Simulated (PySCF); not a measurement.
# EPR parameters of C5H10NOSi

Species: C₅H₁₀NOSi (doublet state).
Z-matrix (Å and degrees, GFN2-xTB geometry), rows numbered from 1:
```
C 
C   1  1.5313
C   2  1.4880  1  111.47
C   3  1.4670  2  116.37  1  -144.91
Si  4  1.9277  3  102.59  2    31.68
N   2  1.4616  1  111.74  3  -118.16
C   6  1.3340  2  125.27  1   -57.21
O   7  1.2112  6  121.65  2   175.99
H   1  1.0871  2  111.18  3  -179.50
H   1  1.0871  2  109.60  3   -59.35
H   1  1.0878  2  109.74  3    60.32
H   2  1.1054  1  108.46  3   123.12
H   3  1.0749  2  118.94  1    15.70
H   4  1.0861  3  112.20  2   157.67
H   4  1.0958  3  111.70  2   -81.98
H   5  1.4594  4  114.22  3    88.48
H   5  1.4546  4  112.91  3  -136.61
H   7  1.1046  6  115.83  2    -4.56
```

The hyperfine couplings belong to this conformer and change with its torsions.

The species is `C[C@@H]1[CH]C[SiH2]N1C=O` [radical].

Method used: UKS B3LYP, pcH-1 on C H N O Si, non-relativistic, mean-field spin-orbit, GIAO (PySCF). Geometry: GFN2-xTB, one conformer, isolated molecule. The geometry wasn't refined by DFT: couplings that depend on bond lengths, twists or pyramidal angles can differ widely from those at the functional's own minimum. Stability of the SCF solution: not tested.

```
g1, g2, g3                      : 2.00196, 2.00265, 2.00290
g_iso                           : 2.00250
Form of g                       : rhombic: the two nearest values differ by 27 % of g3 − g1
⟨S²⟩                            : 0.7540 (exact 0.7500)
HOMO–LUMO gap, α and β orbitals : 5.59, 5.18 eV
Total energy                    : -616.02993 Eh
```

Isotropic coupling and dipolar principal values T1 to T3, in MHz; ρ(0) is the spin density at the nucleus:

| atom | isotope | a_iso | of which spin–orbit | T1 | T2 | T3 | Mulliken spin population | ρ(0) (bohr⁻³) |
| --- | --- | --- | --- | --- | --- | --- | --- | --- |
| C1 | 13C | 21.9 | 0.0 | -2.2 | -1.9 | 4.0 | 0.01 | 0.0195 |
| C2 | 13C | -25.2 | 0.0 | -1.7 | -0.5 | 2.1 | -0.06 | -0.0224 |
| C3 | 13C | 104.0 | -0.1 | -77.7 | -77.4 | 155.2 | 0.98 | 0.0926 |
| C4 | 13C | -32.2 | 0.0 | -3.2 | 0.5 | 2.7 | -0.08 | -0.0287 |
| Si5 | 29Si | -62.0 | 0.1 | -13.8 | 6.6 | 7.2 | 0.04 | 0.0699 |
| N6 | 14N | 6.3 | 0.0 | -0.9 | -0.8 | 1.7 | 0.01 | 0.0196 |
| C7 | 13C | -1.1 | 0.0 | -0.8 | -0.2 | 1.0 | 0.00 | -0.0010 |
| O8 | 17O | -1.8 | 0.0 | -3.3 | 1.2 | 2.1 | 0.01 | 0.0031 |
| H9 | 1H | 2.1 | 0.0 | -1.9 | -1.6 | 3.6 | 0.00 | 0.0005 |
| H10 | 1H | -2.2 | 0.0 | -3.2 | -2.4 | 5.7 | 0.00 | -0.0005 |
| H11 | 1H | -1.6 | 0.0 | -4.0 | -2.2 | 6.2 | 0.00 | -0.0004 |
| H12 | 1H | 101.9 | 0.0 | -5.5 | -3.7 | 9.2 | 0.04 | 0.0228 |
| H13 | 1H | -58.8 | 0.0 | -37.4 | 0.1 | 37.3 | -0.04 | -0.0132 |
| H14 | 1H | 9.5 | 0.0 | -4.4 | -3.2 | 7.7 | 0.00 | 0.0021 |
| H15 | 1H | 153.0 | 0.0 | -5.7 | -3.6 | 9.2 | 0.06 | 0.0342 |
| H16 | 1H | 0.4 | 0.0 | -2.0 | -1.5 | 3.5 | 0.00 | 0.0001 |
| H17 | 1H | 12.1 | 0.0 | -1.7 | -1.1 | 2.8 | 0.01 | 0.0027 |
| H18 | 1H | 0.5 | 0.0 | -1.2 | -0.9 | 2.1 | 0.00 | 0.0001 |

Largest spin populations (Mulliken): C3 (+0.98), C4 (-0.08) and H15 (+0.06). No atom but C3 exceeds +0.15. The positive populations add up to 1.18 and the negative ones to -0.18, together 2S = 1. The angles at C3 add up to 357.0°, so it is nearly planar; its axial dipolar tensor and the negative coupling of its proton fit spin in a p orbital normal to that plane.

Axes: g2 points within 15° of the C3–C4 bond.

Under fast tumbling the dipolar parts average out, and these isotropic splittings remain: 1 × 1H (H15, I = 1/2, 2 lines) with 5.46 mT, 1 × 1H (H12, I = 1/2, 2 lines) with 3.63 mT, 1 × 1H (H13, I = 1/2, 2 lines) with 2.10 mT, 1 × 1H (H17, I = 1/2, 2 lines) with 0.43 mT, 1 × 1H (H14, I = 1/2, 2 lines) with 0.34 mT and 1 × 14N (N6, I = 1, 3 lines) with 0.23 mT.

The 13C coupling of C3 (104.0 MHz) shows only in satellite lines or after enrichment, since that isotope makes up about 1.07 % of natural carbon.

The 29Si coupling of Si5 (-62.0 MHz) shows only in satellite lines or after enrichment, since that isotope makes up about 4.7 % of natural silicon.

The spin density at the nucleus, in bohr⁻³, is negative for C4 (-0.0287), C2 (-0.0224) and H13 (-0.0132), for instance. A restricted open-shell determinant has no negative spin density anywhere; here it arises because α and β orbitals differ (spin polarisation).
